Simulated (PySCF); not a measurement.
Structure with atom numbers: `[F:1][C@H:2]1[CH2:3][SiH2:4][CH2:5][CH2:6][O:7]1` (H(Xn): hydrogen on atom n). Ha(C3), Ha(Si4), Ha(C5), Ha(C6) are cis to F1 on the ring; Hb(C3), Hb(Si4), Hb(C5), Hb(C6) are trans to F1 on the ring.

PySCF calculation with geometry: PBE0-D3(BJ)/def2-SVP and shielding tensors at B3LYP/pcSseg-1 (GIAO); non-relativistic Hamiltonian, one conformer, isolated molecule.

References, each an isolated molecule treated in the same way: ¹³C and ¹H and ²⁹Si vs TMS; ¹⁹F against CFCl3; ¹⁷O against H2O.

```
  atoms  nucleus  count  δ (ppm)
     C3      ¹³C      1     16.6
 Ha(C5)       ¹H      1     0.52
    Si4     ²⁹Si      1        ?
 Ha(C3)       ¹H      1     1.04
     C2      ¹³C      1        ?
     F1      ¹⁹F      1   -150.2
 Hb(C5)       ¹H      1     1.09
 Hb(C3)       ¹H      1        ?
     O7      ¹⁷O      1        ?
Ha(Si4)       ¹H      1     4.28
  H(C2)       ¹H      1     5.89
Hb(Si4)       ¹H      1     4.01
     C5      ¹³C      1        ?
     C6      ¹³C      1     60.3
 Ha(C6)       ¹H      1     4.22
 Hb(C6)       ¹H      1     3.93
```

**Question.** Fill in the missing shifts.

**Answer.** 
- C2: 111.0 ppm, sp3 CH bonded to F and O; 2 electronegative neighbours deshield it
- C5: 9.7 ppm, sp3 CH2 bonded to Si; an electropositive neighbour leaves it electron-rich and shielded
- Hb(C3): 0.89 ppm, hydrogen on an sp3 CH2 bonded to Si; an electropositive neighbour shields it, as in TMS itself
- Si4: -50.4 ppm, silicon bonded to 2 C, 2 H, in a 6-membered ring
- O7: 98.1 ppm, ether oxygen

Shifts are as computed. Against solution values, carbons near 30 ppm lie about +2 ppm off and those near 130 ppm about +6 ppm. Of 1309 compounds with measured shifts, 239 miss one by over three times the rms of a fit or turn the order of signals round; such compounds aren't used in these exercises. Unscaled 19F shifts against computed CFCl3 carry errors that often reach 10 to 50 ppm. Experimental scales use liquid or dissolved standards, which lie at an offset from isolated H2O (liquid H2O: subtract about 36 ppm).
